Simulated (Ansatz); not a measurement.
## C2H6AlF (SMILES [CH3][Al]([CH3])[F]): methods side by side

The species is C2H6AlF (10 atoms), meant as a singlet with charge 0. As SMILES, `[CH3][Al]([CH3])[F]`. The shape was relaxed beforehand at r2SCAN/def2-SVP.

```xyz
10

C    -0.5684    1.4130   -0.8618
Al   -0.2905   -0.4471   -0.3656
C     0.7955   -1.0923    1.1134
F    -1.0556   -1.6163   -1.2905
H    -1.1914    1.5296   -1.7628
H    -1.0575    1.9728   -0.0447
H     0.3910    1.9272   -1.0481
H     0.1896   -1.6848    1.8213
H     1.2792   -0.2842    1.6860
H     1.5913   -1.7692    0.7560
```

Quantity: the dissociation energy of the C3–Al2 bond into doublet CH3 and doublet CH3AlF (shapes relaxed at r2SCAN/def2-SVP, no zero-point term), in eV. The values are calculated.

```json
{"level": "HF/def2-SVP", "kind": "Hartree–Fock", "program": "Ansatz", "value (eV)": "2.71", "less CCSD(T)/def2-SVP": "-0.92"}
{"level": "PBE/def2-SVP", "kind": "GGA", "program": "Ansatz", "value (eV)": "3.71", "less CCSD(T)/def2-SVP": "+0.08"}
{"level": "B3LYP/def2-SVP", "kind": "global hybrid", "program": "Ansatz", "value (eV)": "3.63", "less CCSD(T)/def2-SVP": "0.00"}
{"level": "MP2/def2-SVP", "kind": "perturbation theory", "program": "Ansatz", "value (eV)": "3.72", "less CCSD(T)/def2-SVP": "+0.09"}
{"level": "CCSD(T)/def2-SVP", "kind": "coupled cluster or CI", "program": "Ansatz", "value (eV)": "3.63", "less CCSD(T)/def2-SVP": "0.00"}
```

Differences are taken from CCSD(T)/def2-SVP for orientation; it has basis-set and higher-order errors of its own. The values span 2.71 to 3.72 eV. Hartree–Fock misses the correlation of the electron pair that is broken and comes out low. Measured bond enthalpies also hold zero-point and thermal terms, a few tenths of an eV less.
